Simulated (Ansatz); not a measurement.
Coupled-cluster diagnostics for LiCu₄⁻, Ansatz.

Geometry of the singlet (PBE-D4/def2-SVPD):

```tsv
atom	x (Å)	y (Å)	z (Å)
Li1	0.0323	-0.8701	-0.4282
Cu2	1.1328	0.9693	0.7827
Cu3	-2.2286	-0.2943	-1.1378
Cu4	-0.8710	1.4148	-0.2739
Cu5	1.9345	-1.2197	1.0573
```

Correlated methods freeze 36 core orbitals; core or outer-core shells of Li are correlated, in sets that lack core-valence functions. No other spin state of charge -1 was run. Another isomer (singlet) lies 0.08 eV lower at PBE0-D4/def2-TZVPD; other spin states weren't run for this one.

Question: Estimate the CCSD(T) correlation energy, the shares of MP2 and (T), T1 and the reference's ⟨S²⟩ for: charge -1, singlet, own geometry in def2-TZVPD; and the rough time on 4 threads of Arm Neoverse V2 on a shared host.

Answer: 
| state | basis | correlation (eV) | MP2 share (%) | (T) share (%) | T1 | ⟨S²⟩ (pure) | wall time | remarks |
| --- | --- | --- | --- | --- | --- | --- | --- | --- |
| charge -1, singlet, own geometry | def2-TZVPD | -46.081 | 108.7 | 4.8 | 0.034 | 0.00 (0.00) | 3.5 min | restricted SCF unstable |
Customary marks for T1 are 0.02 (closed shells), 0.045 (open shells) and about 0.05 (3d metals). T1 exceeds 0.02 in 1 of 1 rows and 0.045 in 0; the higher it lies, the less the single-reference result can be trusted.
